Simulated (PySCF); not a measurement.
H7OSi2, charge +1, singlet, geometry from GFN2-xTB; PBE0/6-31G (PySCF).

PySCF was given this input:
```python
from pyscf import gto, scf, dft

mol = gto.Mole()
mol.atom = '''
    Si    1.57259310   -0.32787865    0.43128443
    O     0.04546575   -0.19736209   -0.52085237
    Si   -1.59645535    0.44638018   -0.13762810
    H     2.51490900   -0.40711010   -0.67455778
    H     1.51112540    0.92190961    1.16707567
    H     1.34061387   -1.54617037    1.19083611
    H     0.08210873   -0.66697740   -1.36331658
    H    -2.19054693   -0.67297857    0.57578869
    H    -2.06000854    0.68633742   -1.49582128
    H    -1.22785623    1.60486461    0.65562572
'''
mol.basis = '6-31g'
mol.charge = 1
mol.verbose = 5
mol.build()

mf = dft.RKS(mol)
mf.xc = 'pbe0'
mf.kernel()
```

The log (banner, timings and long lists left out):

```
PySCF version 2.14.0

[INPUT] verbose = 5
[INPUT] max_memory = 4000
[INPUT] num. atoms = 10
[INPUT] num. electrons = 42
[INPUT] charge = 1
[INPUT] spin (= nelec alpha-beta = 2S) = 0
[INPUT] symmetry False subgroup None
[INPUT] Mole.unit = angstrom
[INPUT] Symbol           X                Y                Z      unit          X                Y                Z       unit  Magmom
[...]
[INPUT] ---------------- BASIS SET ----------------
[INPUT] l, kappa, [nprim/nctr], expnt,             c_1 c_2 ...
[INPUT] O
[...]
                                825.23495         0.0139501
                                188.04696         0.0684451
                                52.9645           0.2327143
                                16.89757          0.470193
                                5.7996353         0.3585209
[...]
                                3.5999336         -0.1480263
                                1.0137618         1.130767
[...]
                                3.5999336         0.3397528
                                1.0137618         0.7271586
[...]
[INPUT] Si
[...]
                                2425.58           0.0149288
                                553.867           0.0728478
                                156.34            0.24613
                                50.0683           0.485914
                                17.0178           0.325002
[...]
                                69.8731           -0.0357146
                                22.3363           -0.114985
                                8.15039           0.0935634
                                3.13458           0.603017
                                1.22543           0.418959
[...]
                                0.572922          0.00431572
                                0.222192          1.09818
[...]
                                69.8731           0.0326679
                                22.3363           0.134721
                                8.15039           0.328678
                                3.13458           0.44964
                                1.22543           0.261372
[...]
                                0.572922          0.253539
                                0.222192          0.800669
[...]
[INPUT] H
[...]
                                2.8253937         0.23472695
                                0.6401217         0.81375733
[...]
nuclear repulsion = 163.679434689177
number of shells = 33
number of NR pGTOs = 142
number of NR cGTOs = 49
basis = 6-31g
ecp = {}

******** <class 'pyscf.dft.rks.RKS'> ********
method = RKS
initial guess = minao
damping factor = 0
level_shift factor = 0
DIIS = <class 'pyscf.scf.diis.CDIIS'>
diis_start_cycle = 1
diis_space = 8
diis_damp = 0
SCF conv_tol = 1e-09
SCF conv_tol_grad = None
SCF max_cycles = 50
direct_scf = True
direct_scf_tol = 1e-13
XC library pyscf.dft.libxc version 7.1.2
    S. Lehtola, C. Steigemann, M. J. T. Oliveira, and M. A. L. Marques,  SoftwareX 7, 1–5 (2018)
XC functionals = pbe0
    C. Adamo and V. Barone,  J. Chem. Phys. 110, 6158 (1999)
    M. Ernzerhof and G. E. Scuseria,  J. Chem. Phys. 110, 5029 (1999)
radial grids:
    Treutler-Ahlrichs [JCP 102, 346 (1995); DOI:10.1063/1.469408] (M4) radial grids

becke partition: Becke, JCP 88, 2547 (1988); DOI:10.1063/1.454033
pruning grids: <function nwchem_prune>
grids dens level: 3
symmetrized grids: False
atomic radii adjust function: <function treutler_atomic_radii_adjust>
small_rho_cutoff = 0
Set gradient conv threshold to 3.16228e-05
Initial guess from minao.
atom Si rad-grids = 80, ang-grids = [ 50  50  50  50  50  50  50  50  50  50  50  50  50  50  50  50  50  50
  50  50  50  50  50  86  86  86  86  86  86  86  86  86  86  86  86  86
 350 350 350 350 350 350 350 350 434 434 434 434 434 434 434 434 434 434
 434 434 434 434 434 434 434 434 350 350 350 350 350 350 350 350 350 350
 350 350 350 350 350 350 350 350]
[...]
 -6.49443742e-01 -5.74924388e-01 -5.69712064e-01 -5.65768336e-01
 -5.39054565e-01 -2.23836417e-01 -1.58598040e-01 -1.07039487e-01
 -9.89877751e-02 -8.77847844e-02 -7.28398294e-02 -6.70704908e-02
 -5.81867907e-02 -3.77678236e-02  4.07832222e-02  4.47008748e-02
  6.36751230e-02  7.51855699e-02  8.13624177e-02  1.11800124e-01
  1.34168473e-01  1.75775856e-01  6.68897692e-01  7.00848454e-01
  7.48108415e-01  7.79678515e-01  7.96948115e-01  8.34924588e-01
  8.45501369e-01  8.66134819e-01  9.53864022e-01  1.01088935e+00
  1.26466568e+00]
nelec by numeric integration = 41.99999136206797
E1 = -1226.0777775306071  E2 = 404.6867270092622  Ecoul = 457.14527060936695  Exc = -52.45854360010472
cycle= 6 E= -657.711615832168  delta_E= -9.19e-08  |g|= 9.85e-05  |ddm|= 0.00113
[...]
  mo_energy =
[-6.64845096e+01 -6.64844590e+01 -1.95033091e+01 -5.57401282e+00
 -5.57397382e+00 -3.91003634e+00 -3.90999758e+00 -3.90490077e+00
 -3.90486201e+00 -3.90457338e+00 -3.90453487e+00 -1.31029858e+00
 -8.26788841e-01 -8.26608287e-01 -7.14227669e-01 -6.51447165e-01
 -6.49451814e-01 -5.74941915e-01 -5.69721846e-01 -5.65795989e-01
 -5.39073159e-01 -2.23847705e-01 -1.58612110e-01 -1.07051810e-01
 -9.89861734e-02 -8.77936713e-02 -7.28591120e-02 -6.70749307e-02
 -5.82117420e-02 -3.77708047e-02  4.07643049e-02  4.46837917e-02
  6.36668703e-02  7.51829383e-02  8.13454085e-02  1.11781659e-01
  1.34152731e-01  1.75768079e-01  6.68905203e-01  7.00836256e-01
  7.48105048e-01  7.79688125e-01  7.96955480e-01  8.34907663e-01
  8.45476184e-01  8.66090878e-01  9.53849168e-01  1.01089564e+00
  1.26466259e+00]
nelec by numeric integration = 41.99999136263332
E1 = -1226.0781333700286  E2 = 404.6870828440852  Ecoul = 457.1456401544245  Exc = -52.4585573103393
cycle= 7 E= -657.711615836766  delta_E= -4.6e-09  |g|= 1.43e-05  |ddm|= 0.000221
[...]
  mo_energy =
[-6.64845126e+01 -6.64844620e+01 -1.95033071e+01 -5.57401565e+00
 -5.57397667e+00 -3.91003932e+00 -3.91000060e+00 -3.90490357e+00
 -3.90486483e+00 -3.90457619e+00 -3.90453771e+00 -1.31029656e+00
 -8.26788989e-01 -8.26606535e-01 -7.14229051e-01 -6.51447007e-01
 -6.49450834e-01 -5.74942984e-01 -5.69724800e-01 -5.65795931e-01
 -5.39073224e-01 -2.23848123e-01 -1.58613417e-01 -1.07052525e-01
 -9.89857221e-02 -8.77937989e-02 -7.28586208e-02 -6.70752744e-02
 -5.82114104e-02 -3.77734077e-02  4.07644834e-02  4.46836049e-02
  6.36656052e-02  7.51820604e-02  8.13453108e-02  1.11781384e-01
  1.34152293e-01  1.75767979e-01  6.68906853e-01  7.00838090e-01
  7.48107445e-01  7.79684268e-01  7.96951878e-01  8.34907176e-01
  8.45476504e-01  8.66094809e-01  9.53849813e-01  1.01089480e+00
  1.26466376e+00]
nelec by numeric integration = 41.99999136261398
E1 = -1226.0781451186235  E2 = 404.68709459258184  Ecoul = 457.1456524302521  Exc = -52.45855783767021
cycle= 8 E= -657.711615836864  delta_E= -9.82e-11  |g|= 7.79e-07  |ddm|= 2.93e-05
[...]
  mo_energy =
[-6.64845121e+01 -6.64844614e+01 -1.95033069e+01 -5.57401517e+00
 -5.57397618e+00 -3.91003885e+00 -3.91000012e+00 -3.90490307e+00
 -3.90486433e+00 -3.90457570e+00 -3.90453721e+00 -1.31029643e+00
 -8.26788761e-01 -8.26606389e-01 -7.14228731e-01 -6.51446813e-01
 -6.49450703e-01 -5.74942702e-01 -5.69724353e-01 -5.65795694e-01
 -5.39072942e-01 -2.23847913e-01 -1.58613203e-01 -1.07052280e-01
 -9.89855544e-02 -8.77935816e-02 -7.28584638e-02 -6.70750695e-02
 -5.82111923e-02 -3.77731006e-02  4.07646128e-02  4.46838214e-02
  6.36658202e-02  7.51822716e-02  8.13454829e-02  1.11781544e-01
  1.34152473e-01  1.75768166e-01  6.68907020e-01  7.00838171e-01
  7.48107555e-01  7.79684695e-01  7.96952337e-01  8.34907588e-01
  8.45476914e-01  8.66094860e-01  9.53849972e-01  1.01089504e+00
  1.26466385e+00]
nelec by numeric integration = 41.99999136261732
E1 = -1226.078144618644  E2 = 404.6870940926049  Ecoul = 457.1456517993936  Exc = -52.45855770678865
Extra cycle  E= -657.711615836862  delta_E= 2.5e-12  |g|= 2.97e-07  |ddm|= 2.07e-06
converged SCF energy = -657.711615836862
```
